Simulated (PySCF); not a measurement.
# Dipole response of Hg⁺ (mercury, charge +1)

[Xe] 4f14 5d9 6s1 6p1, one real determinant (an excited configuration). Computed with PySCF 2.14 in def2-QZVPPD with the def2 core potential (60 electrons) (7s5p4d4f2g, 88 functions), with scalar relativity through the core potential. Coupled (time-dependent) response in atomic units; α is the mean over directions.

```tsv
method	mean α (bohr³)	α xx, yy, zz	C₆ (like pair)	S(−4)
UHF	27.71	25.39, 25.39, 32.36	231.1	273.3
PBE	27.78	23.62, 23.62, 36.10	232.8	292.9
PBE0	27.41	23.77, 23.77, 34.68	229.1	276.2
```

S(−4) is the Cauchy moment in α(ω) = α(0) + S(−4) ω² + …

Spin-orbit coupling is absent.

α(iu) at PBE0:

```
u (hartree)  α(iu) (bohr³)
          0          27.41
     0.0500          26.74
      0.100          25.00
      0.200          20.30
      0.300          16.09
      0.500          10.70
      0.750          7.307
       1.00          5.467
       1.50          3.510
       2.00          2.474
       3.00          1.417
       5.00         0.6291
```

A single London oscillator, α(iu) = α/(1 + u²/ω²), gives C₆ = (3/4) ω α². Matching the computed C₆ needs ω = 4 × 229.1 / (3 × 27.41²) = 0.407 hartree.

For an ion, C₆ is the dispersion term alone; charge-induced terms of lower order in 1/R come first.

The components differ because the open shell of this determinant is not spherical; for a pure term their mean is the scalar polarisability.

⟨L²⟩ = 8.05 against 12 for a pure F term, so this real determinant mixes terms. Energies and moments cover only the electrons outside the core potential. Spin-orbit coupling, absent here, splits the open shell strongly.
